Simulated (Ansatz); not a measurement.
Cost and result for the atomization energy of CH7BO2Si (`BOC(O)[SiH3]`) (12 atoms, 11 bonds).

Cartesian coordinates in Å:
```
B -1.257 1.617 0.564
O -0.056 1.077 0.298
C 0.084 -0.096 -0.506
O 0.889 0.172 -1.605
Si 0.942 -1.452 0.530
H -2.251 1.130 0.091
H -1.277 2.582 1.268
H -0.926 -0.410 -0.813
H 0.422 0.762 -2.207
H 2.292 -0.986 0.926
H 0.107 -1.701 1.733
H 1.032 -2.693 -0.280
```

Charge 0, multiplicity 1. The structure was optimised at the PBE0-D4/def2-TZVP level. It is one conformer, not always the lowest. Program: Ansatz. All runs use 4 threads of an Arm Neoverse V1 on a shared host. Times are those of one run each, without the atoms' runs, and a repeat can differ threefold. Electronic energies, without spin–orbit coupling; frozen cores. CCSD(T)/CBS adds CCSD(T) − MP2 in def2-TZVPP to the MP2 limit, and its time is that of the two runs behind it. T1 = 0.014. HSE06 is the plane-wave form, built on full-range PBE exchange.

CCSD(T)/CBS is a level of theory with its own doubt, some kJ/mol a heavy atom from the limit and from the frozen cores, so smaller differences don't rank the functionals.

```tsv
level	functions	wall time
revPBE-D4/def2-TZVPP	264	2.2 s
PBE-D4/def2-TZVPP (with forces)	264	2.6 s
PBE0-D4/def2-TZVPP	264	2.9 s
BHLYP-D4/def2-TZVPP	264	2.9 s
HSE06-D4/def2-TZVPP	264	3.3 s
r2SCAN-D4/def2-TZVPP (with forces)	264	4.8 s
B2PLYP/def2-TZVPP	264	5.5 s
PBE-QIDH/def2-TZVPP	264	5.5 s
CCSD(T)/def2-SVP	109	5.5 s
ωB97M-V/def2-TZVPP (with forces)	264	12 s
MP2/def2-QZVPP	508	24 s
CCSD(T)/def2-TZVPP	264	3 min
CCSD(T)/CBS(def2)	–	3.4 min
```

(1) What atomization energy does each give, and how far from CCSD(T)/CBS? (An estimate is asked.)

Answers

(1) Ansatz gave: 
| level | atomization (kJ/mol) | difference from CCSD(T)/CBS | per bond |
| --- | --- | --- | --- |
| revPBE-D4/def2-TZVPP | 4249.6 | -45.4 | -4.1 |
| PBE-D4/def2-TZVPP (with forces) | 4355.6 | 60.6 | 5.5 |
| PBE0-D4/def2-TZVPP | 4276.3 | -18.7 | -1.7 |
| BHLYP-D4/def2-TZVPP | 4174.4 | -120.6 | -11.0 |
| HSE06-D4/def2-TZVPP | 4279.6 | -15.4 | -1.4 |
| r2SCAN-D4/def2-TZVPP (with forces) | 4306.0 | 11.0 | 1.0 |
| B2PLYP/def2-TZVPP | 4252.2 | -42.8 | -3.9 |
| PBE-QIDH/def2-TZVPP | 4249.8 | -45.2 | -4.1 |
| CCSD(T)/def2-SVP | 4065.3 | -229.7 | -20.9 |
| ωB97M-V/def2-TZVPP (with forces) | 4312.9 | 17.9 | 1.6 |
| MP2/def2-QZVPP | 4316.2 | 21.2 | 1.9 |
| CCSD(T)/def2-TZVPP | 4185.3 | -109.7 | -10.0 |
| CCSD(T)/CBS(def2) | 4295.0 | 0.0 | 0.0 |

From PBE to PBE0 (25 % exact exchange), in def2-TZVPP and without D4, the atomization energy moves by −75.9 kJ/mol: exact exchange takes away binding that semilocal exchange gives to molecules. The D4 term adds +35.3 kJ/mol with B3LYP and +18.6 kJ/mol with PBE0; it sums over pairs of atoms, weighted by their polarisabilities, and B3LYP, whose exchange is more repulsive, gets the larger term. Leaving LDA and LC-ωPBE aside and taking each functional with its dispersion term where it has one, the values spread over 181.2 kJ/mol, from BHLYP-D4 to PBE-D4. LDA lies +585.4 kJ/mol from PBE without D4, its usual overbinding.

B3LYP here is the variant with VWN-RPA as its local correlation; programs differ in this.
